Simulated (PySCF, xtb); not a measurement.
Al(All)(Cl)(OH) (C3H6AlClO), SMILES [Al]([Cl])([CH2]C=C)[OH]. The values are those of a single conformer.

Harmonic wavenumbers (cm⁻¹) from GFN2-xTB (xtb 6.7.1) at its own minimum, in rising order: 32, 52, 91, 156, 188, 226, 360, 396, 449, 469, 587, 628, 681, 871, 893, 944, 1007, 1015, 1087, 1166, 1294, 1404, 1438, 1689, 2922, 2935, 3038, 3094, 3126, 3774.

Question: What does B3LYP-D3(BJ)/def2-SVP (PySCF) give at its own minimum? (An estimate is asked for; the answer gives what the named calculation found.)

Answer: 35, 44, 118, 192, 205, 264, 375, 410, 459, 566, 617, 712, 721, 895, 913, 929, 1006, 1032, 1090, 1195, 1313, 1409, 1437, 1690, 3052, 3117, 3129, 3136, 3231, 3920. Paired by order, the mean absolute difference is 42 cm⁻¹ and the zero-point energies are 51.5 and 53.2 kcal/mol.
